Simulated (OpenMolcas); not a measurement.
**F4+: the spin-orbit constant, worked from levels**

```
Program             : OpenMolcas 26.06
Basis               : ANO-RCC-VQZP [5s4p3d2f1g]
Scalar Hamiltonian  : DKH2, point nucleus
Active space        : 3 electrons in 8 orbitals (2s 2p 3s 3p)
State averaging     : 2S+1 = 4 odd, 1 root; 2S+1 = 2 odd, 8 roots; 2S+1 = 4 even, 3 roots; 2S+1 = 2 even, 9 roots
Spin-orbit coupling : RASSI with atomic mean-field integrals over the reference wave functions, term energies averaged over their components
```

Methods: CASSCF; SS-CASPT2, IPEA 0.25 Eh, imaginary shift 0.1 Eh (closed shells correlated: 1s). Measured levels: Moore, Atomic Energy Levels, vol. I, NSRDS-NBS 35 (1971 reprint of NBS Circular 467, 1949).

**The spin-orbit constant.** For the Hund term ²P° of p1, E(J) = (A/2) J(J+1) + constant and ζ = 2S·A = A. From J = 1/2 to J = 3/2 the energy changes by 1.5 A.

```tsv
Source	E(3/2) - E(1/2)	A	ζ
CASSCF	725.1	483.4	483
SS-CASPT2	725.1	483.4	483
measured	746.0	497.3	497
```

All in cm-1. SS-CASPT2 is off by -2.8 % and CASSCF by -2.8 %. Both methods take the spin-orbit matrix elements from the reference wave functions, so the second can move ζ only through the term energies and any multistate remixing.

Active for correlation alone: 3p 3s; no level in the range computed is led by a configuration that fills them, so any true level of that kind is missing. Measured partners are found by configuration, term and J. A level has none where our copy of the source lacks it or the pairing is in doubt (some pairs that miss far off the trend of their configuration count as doubtful), and it then counts in no deviation. Levels of configurations outside the active space are missing.

° marks odd parity.
